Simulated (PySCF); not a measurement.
Computed IR spectrum (relative IR intensity) of a molecule C2H8FNSi2. Geometry: PBE-D3(BJ)/def2-SVP. Other conformers were not sampled. Method: PBE-D3(BJ)/def2-SVP in PySCF 2.14.0. Frequencies are harmonic and unscaled.

Lines under 2 % of the strongest are left out, and lines within 2 cm⁻¹ are merged.

ν (cm⁻¹): 319 (vw), 423 (w), 515 (w), 571 (m), 584 (vw), 609 (w), 752 (w), 764 (m), 854 (m), 862 (vs), 866 (w), 892 (w), 909 (m), 912 (m), 919 (m), 926 (m), 1049 (w), 1138 (w), 1317 (w), 1652 (vw), 2154 (s), 2173 (w), 2177 (m), 2185 (m), 2194 (m), 2200 (m), 2969 (vw), 2994 (w) (against the strongest line: vs over 80 %, s over 45 %, m over 15 %, w over 4 %, vw less)

Task: Pick the molecule that these values belong to.
A) C[Si@]1(F)NC[SiH2]1
B) C[Si@@]1(F)CN[SiH2]1
C) F[C@H]([SiH3])/N=C\[SiH3]
D) C=C[Si@H](F)[SiH2]N

Result: C, F[C@H]([SiH3])/N=C\[SiH3]
